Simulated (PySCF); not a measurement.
## Mn²⁺: excitation energy

Mn²⁺ [Ar] 3d5 (6S) → Mn²⁺ [Ar] 3d4 4s1 (6D), as a difference of total energies. All numbers are calculated (PySCF 2.14, scalar relativity by spin-free X2C-1e, in ANO-RCC-VTZP). Correlated levels: valence: [Ar] frozen. The calculations carry no spin-orbit coupling.

| method | excitation energy (cm⁻¹) |
| --- | --- |
| UHF | 59238 |
| MP2 (valence) | 63340 |
| SCS-MP2 (valence) | 60606 |
| CCSD (valence) | 63215 |
| CCSD(T) (valence) | 63265 |

A first-order spin-orbit estimate (lowest level to lowest level, LS coupling) adds -0.072 eV.

The basis was made for the ground configuration and has no added diffuse functions, so the excitation energy can come out too high.
